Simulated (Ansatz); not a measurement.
`C[SiH2][CH2][GaH2]` + `O[SiH3]` → `[SiH3][O][GaH2]` + `C[SiH2]C` at 600 K and 1 bar (ligand exchange at a Ga–C bond).

Calculated with Ansatz (gas phase, PBE0-D4/def2-TZVP geometries, no zero-point term in ΔE). CCSD(T)/CBS adds triple-zeta CCSD(T) − MP2 to the extrapolated MP2 energy (def2 sets, frozen cores). For Ga outer-core shells are correlated without core-valence functions, which leaves a few kJ/mol of doubt a bond. Scalar relativity is left out up to krypton. Each species was taken in one conformer, which may not be the lowest.

| species | CCSD(T)/CBS energy (Eh) | H − E (kJ/mol) | S (J/(mol·K)) |
| --- | --- | --- | --- |
| `C[SiH2][CH2][GaH2]` | -2294.54249 | 318.1 | 487.1 |
| `O[SiH3]` | -366.69042 | 135.7 | 307.9 |
| `[SiH3][O][GaH2]` | -2291.24790 | 163.6 | 406.9 |
| `C[SiH2]C` | -370.01595 | 290.4 | 379.7 |

H − E and S are ideal-gas, rigid-rotor, harmonic terms from PBE0-D4/def2-TZVP, for one conformer and one mirror image of each species. 1 Eh = 2625.50 kJ/mol, R = 8.31446 J/(mol·K).

Q: By hand: ΔE, ΔH, ΔS and ΔG.

A: ΔE = (-2291.24790) + (-370.01595) − (-2294.54249) − (-366.69042) = -0.03094 Eh = -81.2 kJ/mol. Δ(H − E) = 163.6 + 290.4 − 318.1 − 135.7 = 0.2, so ΔH = -81.0 kJ/mol. ΔS = 406.9 + 379.7 − 487.1 − 307.9 = -8.4 J/(mol·K). ΔG = -81.0 − 600 × (-8.4)/1000 = -76.0 kJ/mol.

Q: By hand: the equilibrium constant, and the temperature at which ΔG would vanish if ΔH and ΔS stayed fixed.

A: log₁₀ K = −ΔG/(RT ln 10) = 6.6. ΔG = 0 at ΔH/ΔS = 9643 K, far beyond where these terms or the molecules hold.

The number of gas molecules stays the same, so ΔS is small and ΔH decides. A doubt of 5 kJ/mol in ΔE shifts log₁₀ K by 0.4 here. Other conformers and mirror images would add mixing entropy, several J/(mol·K) or more a flexible species. Modes under 60 cm⁻¹, often nearly free rotors, make the harmonic entropy too high. These are equilibria of isolated gas molecules and say nothing of rates. Largest T1 diagnostic: 0.014 (customary marks: 0.02 for closed shells, 0.045 for open ones).
